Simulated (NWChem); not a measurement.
System: CH$_{3}$BeIS; SMILES C[S][Be][I]

Here is an NWChem input.

```
start job
memory heap 200 mb stack 900 mb global 1100 mb
geometry units angstroms noautoz
  Be     0.274825     0.859330     0.000445
  I     -0.252526    -1.250859     0.004899
  S      0.746184     2.699439    -0.003860
  C     -0.898062     3.513556     0.000196
  H     -1.493905     3.229204    -0.876799
  H     -0.707401     4.593976    -0.042612
  H     -1.453912     3.292338     0.920602
end
basis spherical
  * library sto-3g
end
dft
  xc hfexch
  iterations 150
  mulliken
end
task dft energy
```

NWChem printed, in part:

```
             Northwest Computational Chemistry Package (NWChem) 7.3.0
             --------------------------------------------------------

 C1  symmetry detected

                             Geometry "geometry" -> ""
                             -------------------------

 Output coordinates in angstroms (scale by  1.889725989 to convert to a.u.)

  No.       Tag          Charge          X              Y              Z
 ---- ---------------- ---------- -------------- -------------- --------------
    1 Be                   4.0000     0.32314599     0.73914830     0.00019006
    2 I                   53.0000    -0.00919651    -1.41040164     0.00000336
    3 S                   16.0000     0.62440840     2.61463221    -0.00003277
    4 C                    6.0000    -1.08735207     3.27510470     0.00012445
    5 H                    1.0000    -1.65214355     2.93899696    -0.87910666
    6 H                    1.0000    -0.99608450     4.36849722    -0.04055158
    7 H                    1.0000    -1.62336306     3.00245620     0.91849738

 Effective nuclear repulsion energy (a.u.)     285.0764500100

  xc_inp: hfexch multiplicative factor not found.

                                 NWChem DFT Module
                                 -----------------

 Summary of "ao basis" -> "ao basis" (spherical)
 ------------------------------------------------------------------------------
       Tag                 Description            Shells   Functions and Types
 ---------------- ------------------------------  ------  ---------------------
 Be                          sto-3g                  3        5   2s1p
 I                           sto-3g                 11       27   5s4p2d
 S                           sto-3g                  5        9   3s2p
 C                           sto-3g                  3        5   2s1p
 H                           sto-3g                  1        1   1s

            General Information
            -------------------
          SCF calculation type: DFT
          Wavefunction type:  closed shell.
          No. of atoms     :     7
          No. of electrons :    82
           Alpha electrons :    41
            Beta electrons :    41
          Charge           :     0
          Spin multiplicity:     1
          Use of symmetry is: off; symmetry adaption is: off
          Maximum number of iterations: 150
          AO basis - number of functions:    49
                     number of shells:    25
          Convergence on energy requested:  1.00D-06
          Convergence on density requested:  1.00D-05
          Convergence on gradient requested:  5.00D-04

              XC Information
              --------------
                     Hartree-Fock (Exact) Exchange  1.000

      Superposition of Atomic Density Guess
      -------------------------------------

 Sum of atomic energies:       -7296.72590430

      Non-variational initial energy
      ------------------------------

 Total energy =   -7297.172297
 1-e energy   =  -10630.024646
 2-e energy   =    3047.775899
 HOMO         =      -0.126972
 LUMO         =       0.217743

     ---------------------------------------------
      Total Density - Mulliken Population Analysis
     ---------------------------------------------

    Atom       Charge   Shell Charges
 -----------   ------   -------------------------------------------------------
    1 Be   4     3.74   1.99  0.97  0.77
    2 I   53    53.24   2.00  2.00  6.00  2.00  6.00  2.00  6.00  1.90  5.34 10.00 10.00
    3 S   16    16.17   2.00  2.00  5.96  1.84  4.37
    4 C    6     5.98   1.99  1.30  2.68
    5 H    1     0.96   0.96
    6 H    1     0.96   0.96
    7 H    1     0.96   0.96

   convergence    iter        energy       DeltaE   RMS-Dens  Diis-err
 ---------------- ----- ----------------- --------- --------- ---------
 d= 0,ls=0.0,diis     1  -7297.5479941591 -7.58D+03  1.62D-02  2.03D-01
 d= 0,ls=0.0,diis     2  -7297.5997434817 -5.17D-02  4.19D-03  1.96D-02
 d= 0,ls=0.0,diis     3  -7297.6041640808 -4.42D-03  1.77D-03  1.25D-03
 d= 0,ls=0.0,diis     4  -7297.6046982262 -5.34D-04  3.35D-04  3.78D-05
 d= 0,ls=0.0,diis     5  -7297.6047186731 -2.04D-05  1.49D-04  3.96D-06
  Resetting Diis
 d= 0,ls=0.0,diis     6  -7297.6047213838 -2.71D-06  2.53D-05  1.33D-07
 d= 0,ls=0.0,diis     7  -7297.6047214715 -8.77D-08  3.09D-06  5.64D-09

         Total DFT energy =    -7297.604721471488
      One electron energy =   -10628.827380535342
           Coulomb energy =     3254.774350447860
    Exchange-Corr. energy =     -208.628141393958
 Nuclear repulsion energy =      285.076450009952

 Numeric. integr. density =        0.000000000000

                       DFT Final Molecular Orbital Analysis
                       ------------------------------------

 Vector   39  Occ=2.000000D+00  E=-3.098079D-01
              MO Center=  1.6D-01, -1.1D-01,  8.4D-04, r^2= 4.5D+00
   Bfn.  Coefficient  Atom+Function         Bfn.  Coefficient  Atom+Function
  ----- ------------  ---------------      ----- ------------  ---------------
    22      0.786890  2 I  pz                41      0.472048  3 S  pz
     5      0.295713  1 Be pz                18     -0.257172  2 I  pz
    37     -0.146478  3 S  pz                14      0.103510  2 I  pz
    49     -0.083610  7 H  s                 47      0.080077  5 H  s
    46     -0.063854  4 C  pz                10     -0.040775  2 I  pz

 Vector   40  Occ=2.000000D+00  E=-2.933987D-01
              MO Center=  4.6D-02, -1.1D+00,  3.2D-05, r^2= 2.6D+00
   Bfn.  Coefficient  Atom+Function         Bfn.  Coefficient  Atom+Function
  ----- ------------  ---------------      ----- ------------  ---------------
    20      0.956820  2 I  px                16     -0.308750  2 I  px
    21     -0.179937  2 I  py                 3      0.176840  1 Be px
    39     -0.142963  3 S  px                12      0.124354  2 I  px
    38     -0.112071  3 S  s                 40     -0.092481  3 S  py
    44      0.078264  4 C  px                17      0.059524  2 I  py

 Vector   41  Occ=2.000000D+00  E=-2.612059D-01
              MO Center=  3.5D-01,  1.3D+00,  1.4D-03, r^2= 5.0D+00
   Bfn.  Coefficient  Atom+Function         Bfn.  Coefficient  Atom+Function
  ----- ------------  ---------------      ----- ------------  ---------------
    41      0.808235  3 S  pz                22     -0.615514  2 I  pz
    37     -0.246590  3 S  pz                18      0.194001  2 I  pz
     5      0.129875  1 Be pz                49     -0.120627  7 H  s
    47      0.115154  5 H  s                 14     -0.078223  2 I  pz
    46     -0.073497  4 C  pz                10      0.030805  2 I  pz

 Vector   42  Occ=0.000000D+00  E= 2.087611D-01
              MO Center=  2.6D-01,  8.0D-01, -2.0D-04, r^2= 2.5D+00
   Bfn.  Coefficient  Atom+Function         Bfn.  Coefficient  Atom+Function
  ----- ------------  ---------------      ----- ------------  ---------------
     3      0.951720  1 Be px                20     -0.368494  2 I  px
    43      0.257080  4 C  s                 44      0.236153  4 C  px
    38     -0.179710  3 S  s                  4     -0.146055  1 Be py
    45     -0.115868  4 C  py                16      0.098684  2 I  px
    48     -0.093158  6 H  s                 40     -0.087215  3 S  py

 Vector   43  Occ=0.000000D+00  E= 2.399274D-01
              MO Center=  3.2D-01,  8.2D-01, -1.2D-03, r^2= 2.3D+00
   Bfn.  Coefficient  Atom+Function         Bfn.  Coefficient  Atom+Function
  ----- ------------  ---------------      ----- ------------  ---------------
     5      0.978515  1 Be pz                41     -0.446527  3 S  pz
    22     -0.352530  2 I  pz                37      0.124039  3 S  pz
    18      0.093175  2 I  pz                49      0.058114  7 H  s
    47     -0.057747  5 H  s                 46     -0.053642  4 C  pz
    14     -0.037917  2 I  pz

 Vector   44  Occ=0.000000D+00  E= 3.178513D-01
              MO Center=  2.3D-01,  4.9D-01,  1.4D-03, r^2= 3.0D+00
   Bfn.  Coefficient  Atom+Function         Bfn.  Coefficient  Atom+Function
  ----- ------------  ---------------      ----- ------------  ---------------
     2      1.196741  1 Be s                 21     -0.767573  2 I  py
    40      0.516950  3 S  py                19     -0.502941  2 I  s
    38     -0.367226  3 S  s                  1     -0.246349  1 Be s
     4     -0.199840  1 Be py                17      0.182712  2 I  py
    39      0.172563  3 S  px                36     -0.141535  3 S  py

     ---------------------------------------------
      Total Density - Mulliken Population Analysis
     ---------------------------------------------

    Atom       Charge   Shell Charges
 -----------   ------   -------------------------------------------------------
    1 Be   4     4.05   1.99  0.84  1.22
    2 I   53    53.01   2.00  2.00  6.00  2.00  6.00  2.00  6.00  1.90  5.12 10.00  9.99
    3 S   16    15.90   2.00  2.00  5.96  1.84  4.11
    4 C    6     6.24   1.99  1.24  3.01
    5 H    1     0.93   0.93
    6 H    1     0.93   0.93
    7 H    1     0.93   0.93

     -------------------------------------------
      Total Density - Lowdin Population Analysis
     -------------------------------------------

    Atom       Charge   Shell Charges
 -----------   ------   -------------------------------------------------------
    1 Be   4     4.29   1.98  0.90  1.41
    2 I   53    52.89   2.00  2.00  6.00  2.00  6.00  2.00  5.98  1.82  5.10 10.00  9.99
    3 S   16    15.79   2.00  2.00  5.93  1.71  4.15
    4 C    6     6.14   1.99  1.07  3.09
    5 H    1     0.96   0.96
    6 H    1     0.96   0.96
    7 H    1     0.96   0.96

     Multipole analysis of the density
     ---------------------------------

     L   x y z        total         alpha         beta         nuclear
     -   - - -        -----         -----         ----         -------
     0   0 0 0     -0.000000    -41.000000    -41.000000     82.000000

[...]
```

Level: Hartree-Fock/STO-3G, non-relativistic. Coordinates come from a PBE0/def2-SVP (def2 core potentials past Kr) optimisation.
